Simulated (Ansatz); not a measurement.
Ansatz (a first-principles code) input (HF/6-31G* with LANL2DZ past Ar): The .json file joins the Basis Set Exchange's 6-31G* for atoms up to Ar and LANL2DZ past it.

Ansatz 0.2 input:
```yaml
crystal:
  periodic: [false, false, false]
  atoms:
    - {symbol: Bi, position_ang: [0.00000000, -0.00000000, 0.00000000]}
    - {symbol: F, position_ang: [-1.69235469, -1.22714078, 0.00413663]}
    - {symbol: F, position_ang: [-0.21645356, 2.07894432, -0.03308144]}
    - {symbol: F, position_ang: [1.90880825, -0.85180354, 0.02894481]}
basis:
  gaussian:
    orbitals: 6-31Gs+LANL2DZ.json
hamiltonian:
  xc: {name: HF}
total_charge: -1
magnetization: {spin_polarized: true, initial_magnetization: 1}
phonons: {temperatures: {t_min: 298.15, t_max: 298.15, t_step: 100}}
```

Task: Which harmonic wavenumbers does it give?

Result: -67, -23, -23, 427, 427, 497 cm⁻¹ (unscaled; negative means imaginary).
